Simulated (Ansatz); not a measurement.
Sn24AsH34⁻, relaxed as a triplet with UKS r2SCAN-D4/def2-SVP in Ansatz, starting from the r2SCAN-D4/def2-SVP geometry of the charge -1 singlet. Force threshold 0.03 eV/Å.

In the def2 sets Sn takes a core potential; there is no spin–orbit coupling. Single mean-field runs in def2-SVP are fitted with def2-universal-jkfit. At r2SCAN-D4/def2-SVP a singlet of charge -1 lies 0.97 eV below the triplet, each at its own geometry.

Start:

```xyz
59

Sn    5.054    0.156    0.212
Sn    2.484   -3.758    1.091
Sn   -2.644    0.578    4.726
Sn   -1.590   -3.552    3.416
As    0.979   -0.246    2.294
Sn    0.271    2.297   -0.410
Sn    0.933   -0.132   -1.744
Sn   -2.490   -0.130    0.200
Sn    3.823    3.096   -2.894
Sn   -0.458    2.796   -4.665
Sn   -1.472   -4.239   -0.954
Sn   -3.156   -0.887   -4.219
Sn    3.534    0.330    2.583
Sn    0.112    1.056    4.411
Sn    2.567    3.964   -0.548
Sn    1.084   -2.696    3.262
Sn    3.681    0.370   -2.245
Sn    0.992   -2.892   -1.127
Sn   -2.682   -2.102    5.554
Sn   -4.106    0.897    2.325
Sn   -2.903   -2.849    1.016
Sn   -1.461    3.623   -2.184
Sn   -0.483    0.026   -4.204
Sn   -4.532   -0.403   -1.798
Sn    2.169    3.693   -5.078
H     6.242    1.412    0.319
H     5.953   -1.317    0.279
H     2.559   -5.483    1.061
H     4.117   -3.200    1.083
H    -3.140    1.570    6.064
H    -1.567   -5.252    3.764
H    -0.307    2.308    1.211
H     5.416    3.723   -3.148
H    -1.447    3.322   -5.985
H    -1.070   -5.898   -0.663
H    -2.209   -4.203   -2.515
H    -3.065   -2.555   -4.662
H    -3.839   -0.106   -5.609
H     4.262   -0.674    3.790
H     3.633    1.951    3.169
H     1.021    0.599    5.813
H     0.482    2.719    4.124
H     3.662    3.753    0.772
H     2.159    5.644   -0.564
H     1.952   -2.767    4.760
H     4.471   -0.675   -3.377
H     1.857   -3.406   -2.546
H    -1.773   -2.351    7.004
H    -4.282   -2.649    5.912
H    -5.645    0.204    2.737
H    -4.430    2.602    2.276
H    -4.468   -3.598    1.146
H    -3.098    3.105   -2.039
H    -1.442    5.327   -1.924
H     0.467   -0.768   -5.418
H    -5.458    1.014   -2.181
H    -5.718   -1.672   -1.756
H     2.211    5.390   -5.413
H     2.789    2.934   -6.502
```

| step | energy (eV) | largest force component (eV/Å) | SCF passes |
| --- | --- | --- | --- |
| 1 | -201409.3836 | 0.582 | 30 |
| 2 | -201410.0035 | 0.575 | 35 |
| 3 | -201410.3306 | 0.493 | 29 |
| 4 | -201410.5408 | 0.117 | 28 |
| 5 | -201410.6156 | 0.126 | 28 |
| 6 | -201410.6419 | 0.105 | 24 |
| 7 | -201410.6713 | 0.122 | 24 |
| 8 | -201410.6882 | 0.077 | 24 |
| 9 | -201410.6992 | 0.091 | 24 |
| 10 | -201410.7066 | 0.059 | 24 |
| 11 | -201410.7120 | 0.056 | 24 |
| 12 | -201410.7154 | 0.027 | 24 |
| 13 | -201410.7178 | 0.026 | 24 |
| 14 | -201410.7193 | 0.036 | 24 |
| 15 | -201410.7209 | 0.042 | 24 |
| 16 | -201410.7218 | 0.019 | 19 |

Force components are those of the run's own axes.

End:

```xyz
59

Sn    5.123    0.063    0.158
Sn    2.470   -3.901    0.931
Sn   -2.372    0.807    4.575
Sn   -1.438   -3.380    3.361
As    1.232   -0.036    2.193
Sn   -0.318    2.440   -0.113
Sn    0.598   -0.482   -1.514
Sn   -2.301   -0.239    0.003
Sn    3.439    3.065   -2.493
Sn   -0.610    2.733   -4.531
Sn   -1.432   -4.615   -0.987
Sn   -3.012   -1.020   -4.444
Sn    3.813    0.297    2.625
Sn    0.405    1.152    4.387
Sn    2.135    3.889   -0.158
Sn    1.222   -2.543    3.050
Sn    3.346    0.295   -2.016
Sn    1.033   -3.346   -1.425
Sn   -2.655   -1.861    5.377
Sn   -3.702    1.088    2.112
Sn   -2.680   -2.937    0.882
Sn   -1.748    3.760   -2.176
Sn   -0.394   -0.052   -4.175
Sn   -4.284   -0.335   -2.044
Sn    1.979    3.775   -4.773
H     6.304    1.327    0.091
H     6.025   -1.409    0.161
H     2.565   -5.586    1.309
H     4.108   -3.356    0.843
H    -2.975    1.862    5.812
H    -1.410   -5.057    3.801
H    -1.023    2.929    1.417
H     5.065    3.656   -2.595
H    -1.515    3.152   -5.949
H    -1.277   -6.237   -0.408
H    -2.371   -4.710   -2.433
H    -3.044   -2.731   -4.673
H    -3.808   -0.343   -5.822
H     4.364   -0.866    3.779
H     4.041    1.848    3.340
H     1.206    0.510    5.781
H     0.870    2.808    4.268
H     3.156    3.442    1.168
H     1.949    5.608   -0.037
H     2.107   -2.654    4.537
H     4.081   -0.592   -3.320
H     1.892   -4.110   -2.732
H    -1.917   -2.160    6.911
H    -4.313   -2.312    5.558
H    -5.286    0.431    2.398
H    -3.956    2.774    1.829
H    -4.358   -3.344    1.066
H    -3.441    3.425   -2.188
H    -1.612    5.487   -2.179
H     0.611   -0.685   -5.442
H    -5.130    1.154   -2.264
H    -5.502   -1.509   -1.674
H     1.978    5.492   -4.984
H     2.766    3.143   -6.176
```

Bonds formed: Sn6–Sn8, Sn7–Sn8 (atoms count from 1). Metal–metal contacts that move far: Sn6–Sn7 2.85 to 3.37 Å.

The force fell under the threshold at step 12, but the optimiser went on and released 0.006 eV more. No frequencies were taken in this run, so the end may be a saddle point.

It took 2.2 min on 11 threads of AMD EPYC 7R13 on a shared host and a whole NVIDIA H100 80GB HBM3, peak host memory 1.8 GiB.
